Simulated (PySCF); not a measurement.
## Bond energies at PBE/def2-TZVPP beside a composite method

PySCF, lowest determinants of a PBE0 search. The composite is CCSD(T) extrapolated to the basis-set limit from two correlation-consistent sets, with core-valence (CV) and scalar-relativistic (SR) terms as its label shows; it has no spin–orbit coupling and nothing beyond (T).

| species | state (unpaired electrons) | De PBE (eV) | De composite (eV) | composite | dissociates to |
| --- | --- | --- | --- | --- | --- |
| C2 | triplet (σ ↑, π ↑) | 6.90 | 6.23 | CCSD(T)/CBS(TQ)+CV+SR | C + C |
| SbI | triplet (π ↑↑) | 2.60 | 2.20 | CCSD(T)/CBS(DT) | Sb + I |
| TlF | singlet (closed shell) | 5.45 | 5.24 | CCSD(T)/CBS(DT)+CV | Tl + F |
| PbS | singlet (closed shell) | 5.02 | 4.69 | CCSD(T)/CBS(DT)+CV | Pb + S |
| BCl | singlet (closed shell) | 5.53 | 5.34 | CCSD(T)/CBS(TQ)+CV+SR | B + Cl |
| SbO | doublet (π ↑) | 4.78 | 4.16 | CCSD(T)/CBS(DT) | Sb + O |
| BH | singlet (closed shell) | 3.52 | 3.69 | CCSD(T)/CBS(TQ)+CV+SR | B + H |
| CdF | doublet (σ ↑) | 2.63 | 2.54 | CCSD(T)/CBS(DT) | Cd + F |

Q: Does PBE bind more or less than the composite, by how much on average, and where is the difference largest?

A: PBE/def2-TZVPP binds more on average, method and basis taken together: the mean signed difference is +0.29 eV and the mean absolute one 0.33 eV; it is largest for C2 (+0.67 eV).

The molecules are drawn from runs that passed checks on state, spin purity and fit, so the hardest cases are missing and the errors look smaller than over all diatomics.

Correlated steps freeze the inner cores (1 to 13 orbitals); shallow outer-core shells are correlated. These are scalar-relativistic numbers at best; spin–orbit coupling would shift them, the dissociation energy most. Where the molecule has an RHF reference, its open-shell atoms are computed with UHF. The CCSD T1 diagnostic is raised in PbS, a sign that a single reference may not be enough there. States were picked by a PBE0 search and need not be the measured ground states.
